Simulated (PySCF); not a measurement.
# Assignment exercise: C$_{6}$H$_{7}$F

Bonds (- single, = double, # triple, : aromatic): C1=C2 1.338 Å, C2-C3 1.471 Å, C3=C4 1.348 Å, C3-C5 1.474 Å, C5=C6 1.335 Å, C5-F7 1.340 Å. C1 carries H8, H9; C2 carries H10; C4 carries H11, H12; C6 carries H13, H14. H11 is cis to C2; H8, H14 are cis to C3; H12 is trans to C2; H9, H13 are trans to C3.

- coordinates at the PBE0-D3(BJ)/def2-SVP level
- GIAO B97-2/pcSseg-2 shieldings
- B3LYP/pcJ-1 coupling constants (spin–dipole term only in couplings to heteroatoms)
- run in PySCF
- one computed conformer, non-relativistic Hamiltonian, in vacuum

Scale: TMS for 13C (σref 183.46), 1H (σref 31.36) (reference shieldings calculated alike).

(1) Assign these signals to the numbered atoms. 13C{1H} NMR (computed): δ 171.4 (C, d, J = 323.6 Hz), 148.2 (C, d, J = 23.6 Hz), 145.0 (CH, d, J = 4.6 Hz), 125.9 (CH2, d, J = 7.6 Hz), 125.3 (CH2), 99.0 (CH2, d, J = 23.9 Hz).

(2) Assign these signals to the numbered atoms. 1H NMR (300 MHz, computed): δ 6.75 (m, 1H), 5.89 (dq, J = 3.6, 1.3 Hz, 1H), 5.85 (ddd, J = 19.3, 1.5, 1.0 Hz, 1H), 5.52 (dq, J = 13.1, 1.3 Hz, 1H), 5.41 (d of sext, J = 4.6, 1.4 Hz, 1H), 5.13 (ddd, J = 46.0, 1.9, 1.1 Hz, 1H), 5.04 (dtd, J = 16.8, 1.9, 1.0 Hz, 1H).

Answers

(1) 
```tsv
δ (ppm)	atoms	environment	reason
171.4	C5	fully substituted alkene carbon	–
148.2	C3	fully substituted alkene carbon	as expected for a trigonal carbon in a double bond
145.0	C2	alkene CH	an sp2 carbon of a C=C bond
125.9	C4	terminal =CH2 carbon	an sp2 carbon of a C=C bond
125.3	C1	terminal =CH2 carbon	–
99.0	C6	terminal =CH2 carbon	–
```

C4 and C1 lie closer than the usual error of such a calculation, so a measured spectrum could show them in the other order.

(2) 
| δ (ppm) | atoms | environment | reason |
| --- | --- | --- | --- |
| 6.75 | H10 | hydrogen on an alkene CH | olefinic region |
| 5.89 | H12 | hydrogen on a terminal =CH2 carbon | olefinic region |
| 5.85 | H8 | hydrogen on a terminal =CH2 carbon | – |
| 5.52 | H9 | hydrogen on a terminal =CH2 carbon | – |
| 5.41 | H11 | hydrogen on a terminal =CH2 carbon | – |
| 5.13 | H14 | hydrogen on a terminal =CH2 carbon | – |
| 5.04 | H13 | hydrogen on a terminal =CH2 carbon | – |

H12 and H8; H9 and H11; H14 and H13 lie closer than the usual error of such a calculation, so a measured spectrum could show them in the other order.

C–F couplings over four or more bonds (about 3 Hz to the para carbon of a fluoroarene) are left out. Common functionals overestimate the size of one-bond C–F couplings by tens of Hz; these are unscaled. Splittings below 1 Hz are ignored in the labels, and close J values are merged. Unscaled 3J(H,H) at this level run about 10 % above measured values. Shifts are as computed. Against solution values, carbons near 30 ppm lie about +4 ppm off and those near 130 ppm about +7 ppm. Of 1211 compounds with measured shifts, 218 miss one by over three times the rms of a fit or turn the order of signals round; such compounds aren't used in these exercises.
